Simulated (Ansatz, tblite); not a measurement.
Cost and result up the ladder for the cluster Sn2Te (3 atoms). Total charge 0; singlet. Geometry: r2SCAN-D4/def2-SVP.

```xyz
3

Sn    1.087   -1.264   -0.026
Sn   -0.629    0.662    1.395
Te   -0.458    0.602   -1.369
```

Ansatz on 4 threads of Arm Neoverse V2 on a shared host; xTB runs through tblite on one thread. Times are rough, summed over both states, and most runs start from the orbitals of an earlier one. B2PLYP/def2-TZVP serves as the yardstick here, not as an exact answer. The other state is a quintet at its own geometry.

In the def2 sets Sn, Te take a core potential; there is no spin–orbit coupling. The xTB rows come from tblite. Correlated methods freeze 12 core orbitals; core or outer-core shells of Sn, Te are correlated, in sets that lack core-valence functions. The structure comes from a short search, and lower isomers may exist.

Run but left out: HF/def2-TZVP (singlet: restricted singlet, unstable towards broken spin symmetry).

Correlated methods converge slowly with the basis.

xTB has no spin-polarisation term.

| level | functions | quintet − singlet (eV) | difference from B2PLYP/def2-TZVP (eV) | remarks |
| --- | --- | --- | --- | --- |
| GFN2-xTB | 27 | 4.07 | 1.25 | – |
| r2SCAN-D4/def2-TZVP (with forces) | 150 | 2.51 | -0.31 | – |
| BLYP-D4/def2-TZVP | 150 | 2.80 | -0.02 | – |
| RPA@PBE/def2-TZVP | 150 | 2.63 | -0.19 | – |
| MP2/def2-TZVP | 150 | 2.95 | 0.13 | restricted SCF unstable (singlet) |
| B2PLYP/def2-TZVP | 150 | 2.82 | 0.00 | – |
| CAM-B3LYP-D4/def2-TZVP | 150 | 2.54 | -0.28 | – |
| PBE0-D4/def2-TZVP | 150 | 2.58 | -0.24 | – |
| PBE-D4/def2-TZVP | 150 | 2.77 | -0.05 | – |
| GFN1-xTB | 27 | 4.62 | 1.80 | – |
| revPBE-D4/def2-TZVP | 150 | 2.62 | -0.20 | – |
| r2SCAN0-D4/def2-TZVP | 150 | 2.37 | -0.45 | – |

Q: Estimate how long each takes.

A: GFN1-xTB 0.005 s; GFN2-xTB 0.006 s; revPBE-D4/def2-TZVP 3.8 s; BLYP-D4/def2-TZVP 4.3 s; PBE-D4/def2-TZVP 5 s; MP2/def2-TZVP 6.1 s; PBE0-D4/def2-TZVP 7.6 s; RPA@PBE/def2-TZVP 9.9 s; B2PLYP/def2-TZVP 11 s; r2SCAN-D4/def2-TZVP (with forces) 11 s; CAM-B3LYP-D4/def2-TZVP 11 s; r2SCAN0-D4/def2-TZVP 21 s. On shared hardware such times vary by a factor of up to 3.
